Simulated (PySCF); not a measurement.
Compounds:

A. `C=CC(=C)[Si@H](P)C(C)=O`
B. allyl alcohol (SMILES C=CCO)
C. SMILES CC#CCCOCC

Spectrum 1. ¹H NMR (400 MHz, computed): δ 6.77 (m, 1H), 6.30 (m, 1H), 5.91 (m, 1H), 5.45 (m, 1H), 5.17 (m, 1H), 5.09 (m, 1H), 2.52 (s, 3H), 1.14 (m, 2H). ¹³C{¹H} NMR (computed): δ 243.2 (C), 149.9 (C), 149.4 (CH), 143.7 (CH2), 124.5 (CH2), 40.8 (CH3).

Spectrum 2. ¹H NMR (400 MHz, computed): δ 3.86 (q, 2H), 3.50 (t, 2H), 2.55 (t, 2H), 1.93 (s, 3H), 1.21 (t, 3H). ¹³C{¹H} NMR (computed): δ 83.3 (C), 82.1 (C), 72.9 (CH2), 70.2 (CH2), 23.3 (CH2), 16.0 (CH3), 4.7 (CH3).

Spectrum 3. ¹H NMR (400 MHz, computed): δ 6.39 (m, 1H), 5.46 (m, 1H), 5.33 (m, 1H), 4.45 (d, 2H), 0.31 (br s, 1H). ¹³C{¹H} NMR (computed): δ 149.2 (CH), 121.9 (CH2), 71.8 (CH2).

Calculated, not measured (PySCF 2.14.0 with density-fitted response routines): structure optimised with GFN2-xTB, σ from GIAO-PBE0/pcSseg-1. No solvent model, no relativistic terms, one averaged value for each set of equivalent atoms, single conformer.

References, each an isolated molecule treated in the same way: ¹H, ¹³C against TMS. Splittings of carbon signals by F and P are missing where no couplings were computed. Where no couplings were computed, multiplicities follow the n + 1 count of equivalent neighbours, and m marks all less simple cases (inequivalent or close neighbours, rings, F or P nearby). Shifts are as computed. Against solution values, carbons near 30 ppm lie about +3 ppm off and those near 130 ppm about +5 ppm. Of 1309 compounds with measured shifts, 239 miss one by over three times the rms of a fit or turn the order of signals round; such compounds aren't used in these exercises. OH and NH positions are gas-phase values without hydrogen bonding to other molecules.

Problem. Which spectrum belongs to which compound?

Solution. 1–A, 2–C, 3–B.

- Spectrum 1 (A): 6 ¹³C signals; δC 149.9 is a fully substituted alkene carbon; δC 149.4 is an alkene CH.
- Spectrum 2 (C): 7 ¹³C signals; δC 83.3 is an alkyne carbon; δC 82.1 is an alkyne carbon.
- Spectrum 3 (B): 3 ¹³C signals; δC 149.2 is an alkene CH; δC 121.9 is a terminal =CH2 carbon.
